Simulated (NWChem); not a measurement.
Species: AlH2O2 cation; SMILES [OH][Al+][OH]

```xyz
5

Al    -0.0065     0.1151     0.0138
O      1.1661     0.3100    -1.0547
H      1.8675     0.4267    -1.6942
O     -1.1790    -0.0790     1.0826
H     -1.8806    -0.1959     1.7220
```
Atoms are numbered in this order, from 1.

Structure relaxed at the PBE0/def2-SVP level.

List the 4 lowest vertical singlet excitations from LRC-wPBEh/6-31+G* (spherical d), TDA (NWChem).


| state | energy (eV) | oscillator strength | leading excitation (squared amplitude) |
|---|---|---|---|
| S1 | 5.94 | 0.000 | HOMO → LUMO (0.91) |
| S2 | 5.94 | 0.000 | HOMO−1 → LUMO (0.91) |
| S3 | 6.46 | 0.088 | HOMO−2 → LUMO (0.99) |
| S4 | 6.46 | 0.088 | HOMO−3 → LUMO (0.99) |
